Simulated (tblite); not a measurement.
Compound: C₃H₇NO₃Si₂.
Atom-mapped SMILES: `[CH:1]#[C:2][Si:3]([OH:4])([OH:5])[O:6][SiH2:7][N:8]=[CH2:9]` (hydrogens: H10 on C1; H11 on O4; H12 on O5; H13, H14 on Si7; H15, H16 on C9)

Structure used (GFN2-xTB), in Å, numbered top down from 1:
```xyz
16
C3H7NO3Si2 angstrom
C     -2.3193    0.1219    1.8262
C     -1.8165    0.1477    0.7358
Si    -1.0043    0.1751   -0.9353
O     -0.5658   -1.3245   -1.3666
O     -2.0185    0.7259   -2.0826
O      0.2930    1.1348   -0.8360
Si     1.8585    1.2850   -0.4138
N      2.3713    0.2564    0.8768
C      1.7477   -0.6472    1.4706
H     -2.7644    0.0986    2.7793
H     -1.1010   -1.7909   -2.0023
H     -2.2681    1.6444   -2.0887
H      2.6758    0.9309   -1.5658
H      1.9479    2.6527    0.0771
H      0.7165   -0.9375    1.2437
H      2.2396   -1.1969    2.2702
```

Method: GFN2-xTB as coded in tblite; computed harmonic values from a numerical Hessian at the method's own geometry, unscaled. The method is semi-empirical: single wavenumbers can be off by several per cent or more. Modes of hydrogen on silicon can be 10 to 20 % off. One conformer, not necessarily the lowest.

Harmonic wavenumbers (cm⁻¹): 26.1, 38.4, 69.1, 106.8, 116.4, 135.4, 144.7, 169.7, 214.1, 258.8, 291.2, 301.7, 320.8, 333.1, 371.1, 384.8, 549.6, 602.6, 609.9, 675.1, 681.2, 687.5, 695.4, 756.6, 801.1, 818.0, 831.5, 903.5, 942.6, 1007.3, 1068.7, 1151.0, 1449.3, 1758.6, 2223.5, 2304.0, 2317.0, 2872.7, 2965.6, 3358.0, 3688.8, 3709.0.

A = 1578, B = 889.2, C = 723.2 MHz; mass 160.996 u (most abundant isotopes); point group C1, symmetry number 1.

Problem. Zero-point energy?

Solution. Half the sum of the wavenumbers: 21355 cm⁻¹ = 255.46 kJ/mol.

Problem. Entropy at 350 K, 1 bar (ideal gas, RRHO, classical rotation)?

Solution. Translation 175.56, rotation 128.10, vibration 218.11: S = 521.8 J/(mol K).

Problem. And Cp and H(350 K) − H(0)?

Solution. Cp = 217.65 J/(mol K), of which vibrations give 184.39 (their classical limit is 42 R = 349.2); H(350 K) − H(0) = 48.81 kJ/mol without the zero-point energy, 37.17 from vibrations.

Problem. Which modes carry the vibrational entropy at 350 K?

Solution. 26.1 cm⁻¹: 26.88; 38.4 cm⁻¹: 23.67; 69.1 cm⁻¹: 18.81; 106.8 cm⁻¹: 15.23; 116.4 cm⁻¹: 14.52; 135.4 cm⁻¹: 13.29 J/(mol K); the other 36 give 105.71 together.

Problem. Blend soft modes into free rotors: weight 1/[1 + (100 cm⁻¹/ν̃)⁴] for the oscillator and the rest for a rotor with moment μB/(μ + B), μ = h/(8π²ν), B = 10⁻⁴⁴ kg m². What vibrational entropy results?

Solution. 195.79 J/(mol K) in place of 218.11, which changes −T·S at 350 K by +7.81 kJ/mol.

Hindered rotation and anharmonicity are outside this model. Other conformers, if any are populated, would add a mixing term that is left out. The structure is chiral; the term R ln 2 for an equal mix with its mirror image is left out.
